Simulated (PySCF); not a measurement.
# S(2+): ionisation energy

S(2+) [Ne] 3s2 3p2 (3P) → S(3+) [Ne] 3s2 3p1 (2P), as a difference of total energies. Calculation: PySCF 2.14, in aug-cc-pCVTZ-DK; the spin-free X2C one-electron Hamiltonian (Gaussian nucleus). Correlated levels: nothing frozen. The calculations carry no spin-orbit coupling.

| method | ionisation energy (eV) |
| --- | --- |
| UHF | 34.149 |
| MP2 (all electrons) | 34.678 |
| SCS-MP2 (all electrons) | 34.576 |
| CCSD (all electrons) | 34.714 |
| CCSD(T) (all electrons) | 34.742 |

How much does correlation contribute at CCSD(T) (all electrons)?

34.742 − (34.149) = 0.593 eV, measured against UHF.

A first-order spin-orbit estimate (lowest level to lowest level, LS coupling) adds -0.009 eV.

Errors of the correlated levels include the incompleteness of this basis.

For comparison: 34.86 ± 0.04 eV (semi-empirical (NIST evaluation); NIST Atomic Spectra Database, ionization energies).
